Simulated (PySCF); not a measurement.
C4H7, charge -1, singlet, at a GFN2-xTB geometry (in this run its highest filled SCF level lies above zero, so its values depend strongly on the basis, on diffuse functions most of all); MP2/STO-3G (PySCF).

The PySCF input:
```python
from pyscf import gto, scf, mp

mol = gto.Mole()
mol.atom = '''
    C    -0.017079    0.137684    1.567119
    C    -0.002588    0.015899    0.238727
    H    -0.019375   -0.900336    2.055516
    C     0.003309    1.253666   -0.640106
    H    -0.005779    2.152562   -0.023252
    H     0.893269    1.292935   -1.287774
    H    -0.872859    1.287990   -1.306587
    C     0.010311   -1.253978   -0.638358
    H     0.006195   -2.152814   -0.015777
    H    -0.867325   -1.302457   -1.302631
    H     0.902155   -1.297503   -1.283782
'''
mol.basis = 'sto-3g'
mol.charge = -1
mol.spin = 0
mol.verbose = 4
mol.build()

mf = scf.RHF(mol)
mf.kernel()

pt = mp.MP2(mf, frozen=4)
pt.kernel()
print('E(MP2) = %.10f' % pt.e_tot)
```

What the program printed (banner, timings and long lists left out):

```
PySCF version 2.14.0

[INPUT] verbose = 4
[INPUT] num. atoms = 11
[INPUT] num. electrons = 32
[INPUT] charge = -1
[INPUT] spin (= nelec alpha-beta = 2S) = 0
[INPUT] symmetry False subgroup None
[INPUT] Mole.unit = angstrom
[INPUT] Symbol           X                Y                Z      unit          X                Y                Z       unit  Magmom
[INPUT]  1 C     -0.017079000000   0.137684000000   1.567119000000 AA   -0.032274632481   0.260185051735   2.961425714602 Bohr   0.0
[INPUT]  2 C     -0.002588000000   0.015899000000   0.238727000000 AA   -0.004890611210   0.030044755654   0.451128648539 Bohr   0.0
[INPUT]  3 H     -0.019375000000  -0.900336000000   2.055516000000 AA   -0.036613443663  -1.701388460086   3.884362284661 Bohr   0.0
[INPUT]  4 C      0.003309000000   1.253666000000  -0.640106000000 AA    0.006253103746   2.369085391679  -1.209625030691 Bohr   0.0
[INPUT]  5 H     -0.005779000000   2.152562000000  -0.023252000000 AA   -0.010920727274   4.067752646146  -0.043939911848 Bohr   0.0
[INPUT]  6 H      0.893269000000   1.292935000000  -1.287774000000 AA    1.688033765564   2.443293046865  -2.433540170336 Bohr   0.0
[INPUT]  7 H     -0.872859000000   1.287990000000  -1.306587000000 AA   -1.649464455362   2.433948351179  -2.469091587917 Bohr   0.0
[INPUT]  8 C      0.010311000000  -1.253978000000  -0.638358000000 AA    0.019484966070  -2.369674986230  -1.206321789425 Bohr   0.0
[INPUT]  9 H      0.006195000000  -2.152814000000  -0.015777000000 AA    0.011706853342  -4.068228857129  -0.029814209067 Bohr   0.0
[INPUT] 10 H     -0.867325000000  -1.302457000000  -1.302631000000 AA   -1.639006710988  -2.461287019023  -2.461615831368 Bohr   0.0
[INPUT] 11 H      0.902155000000  -1.297503000000  -1.283782000000 AA    1.704825871907  -2.451925315802  -2.425996383646 Bohr   0.0

nuclear repulsion = 111.076037992615
number of shells = 19
number of NR pGTOs = 81
number of NR cGTOs = 27
basis = sto-3g
ecp = {}

******** <class 'pyscf.scf.hf.RHF'> ********
method = RHF
initial guess = minao
damping factor = 0
level_shift factor = 0
DIIS = <class 'pyscf.scf.diis.CDIIS'>
diis_start_cycle = 1
diis_space = 8
diis_damp = 0
SCF conv_tol = 1e-09
SCF conv_tol_grad = None
SCF max_cycles = 50
direct_scf = True
direct_scf_tol = 1e-13
Set gradient conv threshold to 3.16228e-05
Initial guess from minao.
init E= -153.962715120413
  HOMO = -0.115957004828165  LUMO = 0.203116662166599  gap/eV = 8.68244
cycle= 1 E= -153.314892186132  delta_E= 0.648  |g|= 0.447  |ddm|= 3.96
  HOMO = 0.225859801650518  LUMO = 0.748830605794224  gap/eV = 14.23076
cycle= 2 E= -153.396471583829  delta_E= -0.0816  |g|= 0.175  |ddm|= 0.831
  HOMO = 0.0974034334450373  LUMO = 0.689645709940641  gap/eV = 16.11573
cycle= 3 E= -153.405636142653  delta_E= -0.00916  |g|= 0.0469  |ddm|= 0.293
  HOMO = 0.0840347288832672  LUMO = 0.677553070989428  gap/eV = 16.15046
cycle= 4 E= -153.407217914873  delta_E= -0.00158  |g|= 0.0208  |ddm|= 0.107
  HOMO = 0.0814840621020243  LUMO = 0.681288538941228  gap/eV = 16.32151
cycle= 5 E= -153.407495983588  delta_E= -0.000278  |g|= 0.00516  |ddm|= 0.0601
  HOMO = 0.0795586012105904  LUMO = 0.680468539239724  gap/eV = 16.35159
cycle= 6 E= -153.407514553201  delta_E= -1.86e-05  |g|= 0.000778  |ddm|= 0.0165
  HOMO = 0.0793206222078322  LUMO = 0.680452461772216  gap/eV = 16.35763
cycle= 7 E= -153.40751486657  delta_E= -3.13e-07  |g|= 0.000141  |ddm|= 0.00192
  HOMO = 0.0793192587262621  LUMO = 0.680472355570912  gap/eV = 16.35821
cycle= 8 E= -153.407514879093  delta_E= -1.25e-08  |g|= 2.03e-05  |ddm|= 0.000392
  HOMO = 0.0793263991661066  LUMO = 0.680471317763503  gap/eV = 16.35799
cycle= 9 E= -153.407514879404  delta_E= -3.11e-10  |g|= 3.83e-06  |ddm|= 7e-05
  HOMO = 0.0793258140740558  LUMO = 0.680471446463857  gap/eV = 16.35801
Extra cycle  E= -153.407514879414  delta_E= -1.04e-11  |g|= 1.5e-06  |ddm|= 9.68e-06
converged SCF energy = -153.407514879414

******** <class 'pyscf.mp.mp2.RMP2'> ********
nocc = 12, nmo = 23
frozen orbitals 4
E(RMP2) = -153.614222453761  E_corr = -0.206707574346669
E(SCS-RMP2) = -153.632028174506  E_corr = -0.224513295091394
E_corr(same-spin) = -0.0271566855283943
E_corr(oppo-spin) = -0.179550888818275
E(MP2) = -153.6142224538
```
